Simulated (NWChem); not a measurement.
Species: C3H5BFN; SMILES C1B(F)NCC=1

```xyz
11

F      0.0357    -2.1588     0.0000
B      0.0553    -0.8172     0.0000
C      1.2781     0.1521     0.0000
C      0.7661     1.3968     0.0000
C     -0.7443     1.4029     0.0000
N     -1.1016    -0.0070     0.0000
H      2.3436    -0.0568     0.0000
H      1.3184     2.3338     0.0000
H     -1.1380     1.9291    -0.8840
H     -1.1380     1.9291     0.8840
H     -2.0723    -0.2816     0.0000
```
Atoms are numbered in this order, from 1.

All runs: NWChem. Structure relaxed at the B3LYP/6-31G* (spherical d) level.

Among these, which level gives the highest value of “highest occupied level (eV)”?
A. PBE/cc-pVDZ
B. PBE/aug-cc-pVDZ
C. PBE/cc-pVTZ

A, PBE/cc-pVDZ. Values: PBE/aug-cc-pVDZ -6.19; PBE/cc-pVTZ -6.11; PBE/cc-pVDZ -5.89
